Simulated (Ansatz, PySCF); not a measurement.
Molecule: sum formula SiNH$_{4}$, charge 0, multiplicity 2. It need not be the lowest isomer of its formula. 
Structure (B3LYP-D3(BJ)/def2-TZVP (Ansatz, an electronic-structure program) minimum search):
```xyz
6

N      1.1558    -0.3137    -0.3124
Si    -0.4627     0.1681     0.1635
H      1.1601    -1.0363    -1.0369
H     -1.0917    -0.9642     0.8949
H     -1.3071     0.5003    -1.0142
H     -0.3738     1.3424     1.0542
```
Charge 0, spin multiplicity 2.

Quantity: vertical ionisation energy (to the triplet state of charge +1; each state is the SCF solution reached for its spin), in eV. Valence correlation only, unless marked. UHF or UKS for open shells. Spin-orbit coupling is left out. No relativistic terms. Basis-set limits of correlation are two-point, X^-3; Hartree-Fock from the larger set. The bracket is a focal-point correction in the basis named.

```tsv
level	program	vertical ionisation energy (eV)
M06-2X/def2-TZVPD	PySCF	10.52
wB97X-V/def2-TZVPD	Ansatz	10.63
CCSD(T)/def2-SVPD	Ansatz	10.36
CCSD(T)/aug-cc-pV(T+d)Z	Ansatz	10.57
RI-MP2/CBS(aug-cc-pV(T+d)Z,aug-cc-pV(Q+d)Z)+[CCSD(T)-MP2]/aug-cc-pV(D+d)Z	Ansatz	10.70
RI-MP2/CBS(def2-TZVPPD,def2-QZVPPD)+[CCSD(T)-MP2]/def2-SVPD	Ansatz	10.68
RI-MP2/CBS(aug-cc-pV(T+d)Z,aug-cc-pV(Q+d)Z)+[CCSD(T)-MP2]/aug-cc-pV(T+d)Z	Ansatz	10.69
```

For comparison, minus the highest occupied orbital energy (PySCF): 6.71 eV at TPSS/def2-TZVPD, 8.13 eV at PW6B95/def2-TZVPD, 11.52 eV at HF/def2-TZVPD.
